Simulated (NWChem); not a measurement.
TiO2; SMILES [O]=[Ti]=[O]

Program: NWChem. All runs use the structure optimised with PBE0/def2-SVP. B3LYP is NWChem's, with the RPA form of VWN correlation. Ions are spin-unrestricted doublets at the neutral geometry; other ion states weren't tried.

### Question
Order these by “−ε(HOMO) (eV)”, lowest first: Hartree-Fock/def2-SVPD; PBE/def2-SVPD; PBE0/def2-SVPD; BHandHLYP/def2-SVPD.

### Answer
PBE/def2-SVPD (5.84), PBE0/def2-SVPD (7.38), BHandHLYP/def2-SVPD (8.90), Hartree-Fock/def2-SVPD (11.27)
